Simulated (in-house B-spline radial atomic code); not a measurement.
RPA and G0W0 on Hartree-Fock: Cd XLVIII (Cd47+)

Configuration 1s1, highest spin, mean-field start Hartree-Fock. Computed with an all-electron radial atomic-structure program (B-spline basis): all electrons, non-relativistic, point nucleus, each spin shell either full or empty, empty states to l = 9 with an (l + 1/2)⁻⁴ tail; G0W0 by contour deformation at full frequency.

Without relativity these are model numbers: it shifts the levels of so heavy an element strongly and can reorder them.

Relativity, left out, deepens the 1s level by about Z⁴α²/8 hartree.

With one electron the exact correlation energy is zero, so what RPA and GW give is self-correlation.

Command:
```bash
python run_gw.py task.json out
```
Settings (radii: box in bohr, nucleus in fm):
```
Z                        48
electrons                1
configuration            1s1
hamiltonian              nr
method                   hf
lmax                     9
spin_polarised           True
box_radius               2.19
intervals                45
ion_configuration        bare nucleus
```

Time taken, with all properties: 0.4 s on 1 thread of Arm Neoverse V1, with other jobs on the host.

Energies (hartree):

```tsv
term	value
mean-field total	-1152.00000
Hartree-Fock functional on these orbitals	-1152.00000
direct second order	-0.023087
second-order exchange	0.023087
SOSEX correction	0.023027
```

(1) What is the RPA correlation energy, and what remains with SOSEX?

Quasi-particle levels (eV):

```
  level  occupied  mean field  Σx - vxc     Σc  QP weight       G0W0
  1s up       yes   -31347.52      0.00      ?          ?          ?
1s down        no   -30532.70      0.00  -2.72      1.000  -30535.42
```

G0W0 = mean field + (Σx - vxc) + Σc, with Σc (partial-wave tail included) taken at the quasi-particle energy.

(2) Where does G0W0 put 1s up?

(3) What does it cost to remove one electron (to the bare nucleus) by differences of total energies, each species on its own start (correlation terms add to the Hartree-Fock functional)?

## Answers

(1) RPA gives -0.023027 hartree (-0.627 eV per electron); RPA + SOSEX gives 0, and the second-order doubles (MP2) 0 hartree. SOSEX takes back 100 % of the RPA value.

(2) At -31347.30 eV, with Σc = 0.21 eV and a quasi-particle weight of 1.000. The tabulated removal energy is 32341.587 ± 0.009 eV (NIST, tabulated theory); the calculation leaves out relativity, QED, nuclear size and recoil, and what these don't explain is the method's own error.

(3) Hartree-Fock functional 31347.52 eV, + RPA 31348.14 eV, + RPA + SOSEX 31347.52 eV, + second order 31347.52 eV. Tabulated: 32341.587 ± 0.009 eV (NIST, tabulated theory); the calculation leaves out relativity, QED, nuclear size and recoil, and what these don't explain is the method's own error.
